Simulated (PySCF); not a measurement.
# Radial density of N (nitrogen, neutral)

UHF, [He] 2s1 2p4, high-spin 4P determinant (an excited configuration). Calculation: PySCF 2.14, in aug-cc-pwCVQZ; no relativity, point nucleus.

| r (bohr) | 4πr²ρ (e/bohr) | 4πr²(ρα − ρβ) |
| --- | --- | --- |
| 0.00356 | 0.03054 | 0.0008 |
| 0.00599 | 0.08340 | 0.0022 |
| 0.0101 | 0.2231 | 0.0058 |
| 0.0169 | 0.5732 | 0.0150 |
| 0.0285 | 1.382 | 0.0360 |
| 0.0479 | 2.985 | 0.0770 |
| 0.0806 | 5.388 | 0.1362 |
| 0.136 | 7.236 | 0.1797 |
| 0.228 | 6.085 | 0.2050 |
| 0.383 | 3.028 | 0.5739 |
| 0.645 | 2.676 | 1.7423 |
| 1.08 | 3.282 | 2.3179 |
| 1.82 | 1.661 | 0.9627 |
| 3.07 | 0.2835 | 0.0350 |
| 5.16 | 0.01649 | -0.0098 |
| 8.68 | 0.0003498 | -0.0003 |

Task: Where is the radial spin density 4πr²(ρα − ρβ) most negative, and why is it negative at all?

Result: Around r = 5.16 bohr, down to -0.0098 e/bohr: exchange with the open shell polarises the paired shells in an unrestricted calculation.
